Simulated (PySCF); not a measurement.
Computed structure and properties of LaOF

System: LaOF (singlet); start: template (Cs). Method: PySCF 2.14.0, RKS PBE0, La lcecp-1-SVP with ECP46, O def2-SVP, F def2-SVP; non-relativistic Hamiltonian with scalar-relativistic core potentials where named; density fitting; no spin-orbit coupling.

Input of the relaxation:

```python
mol = gto.M(atom='''
La     0.05878     0.00000    -0.16866
O      1.78788     0.00000     0.60514
F     -1.93502     0.00000     0.72364''',
    basis={'La': 'lcecp-1-SVP', 'O': 'def2-SVP', 'F': 'def2-SVP'},
    ecp={'La': 'lcecp-1-SVP'},
    charge=0, spin=0)
mf = dft.RKS(mol, xc='PBE0')
mf.grids.atom_grid = (50, 194)  # f atoms: unpruned, at least (60, 302)
mf = mf.density_fit()  # fitting sets: La AutoAux, O def2-universal-JKFIT, F def2-universal-JKFIT
mf.conv_tol = 1e-08; mf.max_cycle = 55
mf.kernel(dm0)  # dm0: converged density of the start geometry
# quasi-Newton relaxation in Cartesian coordinates to a largest gradient under 0.00045 Eh/bohr, steps kept in the point group
```

Run from Python with OMP_NUM_THREADS=2; the lines above give its settings. Where DIIS fails, smearing, a level shift and second-order steps follow.
It took 7.6 s on 2 threads of Arm Neoverse V2 (shared host), from the converged density of the start.

Course of the relaxation:

| step | energy above end (eV) | largest force component within the symmetry (eV/Å) |
| --- | --- | --- |
| 0 | 0.2047 | 1.148 |
| 1 | 0.1028 | 0.444 |
| 2 | 0.0346 | 0.961 |
| 3 | 0.0114 | 0.516 |
| 4 | 0.0000 | 0.025 |
| 5 | 0.0000 | 0.013 |

Relaxed geometry (Cs):

```xyz
3

La    0.0473    0.0000   -0.3898
O     1.5879    0.0000    0.7320
F    -1.7235    0.0000    0.8179
```

```
   contact      Å
La1–O2 (O)  1.906
La1–F3 (F)  2.144
```

On the finer grid (75, 302):

The HOMO is -6.59 eV, the LUMO is -1.91 eV and the dipole about the centre of mass is 7.55 D. The set of Mulliken populations of La1 outside the core potential is s 2.06, p 6.14, d 1.70, f 0.12. The D3(BJ) dispersion energy (not in the energies) is -0.038 eV.

| atom | Mulliken (e) | Löwdin (e) | spin (e) |
| --- | --- | --- | --- |
| La1 | 0.97 | 0.83 | 0.00 |
| O2 | -0.50 | -0.46 | 0.00 |
| F3 | -0.48 | -0.37 | 0.00 |

The large-core potential holds the 4f shell empty.

On the grid (50, 194), as all that follows. Harmonic modes: a minimum; lowest 163 cm⁻¹ (negative: unstable), highest 808 cm⁻¹, zero-point energy 0.092 eV.

Rigid scan of O along the line from its metal:

| distance to O2 (Å) | energy (eV) |
| --- | --- |
| 1.61 | 2.406 |
| 1.71 | 0.914 |
| 1.81 | 0.197 |
| 1.91 | 0.000 |
| 2.01 | 0.149 |
| 2.11 | 0.522 |
| 2.21 | 1.032 |
| 2.36 | 1.932 |

Taking off one F (charge -1, singlet; the rest: singlet) in vacuum, both parts rigid, costs 10.19 eV; the small basis without counterpoise inflates it. Most of it is the attraction of opposite charges; other ways to part are cheaper, and one spin state was tried for the rest.

Rigid scan of F along the line from its metal:

distance to F3 (Å), energy (eV) and a bar:
```
     1.84      1.178 #########
     1.94      0.451 ###
     2.04      0.096 #
     2.14      0.000 
     2.24      0.072 #
     2.34      0.258 ##
     2.54      0.807 ######
     2.84      1.766 #############
     3.24      2.948 ######################
     3.74      4.063 ##############################
```

One start shape was tried, so this needn't be the lowest isomer.
